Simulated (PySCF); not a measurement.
H2O4P, SMILES OP(O)([O])=O, multiplicity 2. Coordinates come from a PBE0-D3(BJ)/def2-SVP optimisation. The isomer is the one that the SMILES or the coordinates give; other isomers of the formula were not compared. The values are those of a single conformer.

Computed equilibrium geometry at PBE0-D3(BJ)/def2-SVP (PySCF confirms it by a frequency run) as a Z-matrix (one conformer of several):
```
P
O 1 1.5214
O 1 1.5230 2 102.98
O 1 1.5911 2 115.19 3 -122.65
H 4 0.9659 1 112.90 2 -108.54
O 1 1.6082 2 113.05 3 124.13
H 6 0.9667 1 112.72 2 -51.46
```
Charge 0, spin multiplicity 2.
